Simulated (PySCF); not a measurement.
CH4OPb, SMILES [PbH][O]C (connectivity only; charge and spin as stated), neutral, multiplicity 1.

Coordinates come from a PBE0-D3(BJ)/def2-SVP optimisation. The def2 effective core potentials stand for the cores of Pb; spin–orbit coupling is left out.

All values below come from IEF-PCM-M06-2X/def2-SVP (PySCF).

The values are the electrostatic part of the solvation free energy, E(continuum) − E(gas) at the gas-phase geometry, in a cavity of scaled van der Waals radii (PySCF's table); cavitation and dispersion terms are not included. A continuum can't describe solvent molecules that bind to the metal. In vacuum the orbital gap is 6.39 eV. The dipole moment in vacuum is 2.21 D.

Computed values in water (ε = 78.36), 1-octanol (ε = 9.86), N,N-dimethylformamide (ε = 37.22):
```json
[
 {"solvent": "water", "ε": "78.36", "ΔG(elec) (kcal/mol)": "-7.2", "dipole (D)": "3.16", "gap (eV)": "6.76"},
 {"solvent": "1-octanol", "ε": "9.86", "ΔG(elec) (kcal/mol)": "-6.1", "dipole (D)": "3.02", "gap (eV)": "6.70"},
 {"solvent": "N,N-dimethylformamide", "ε": "37.22", "ΔG(elec) (kcal/mol)": "-7.0", "dipole (D)": "3.14", "gap (eV)": "6.75"}
]
```
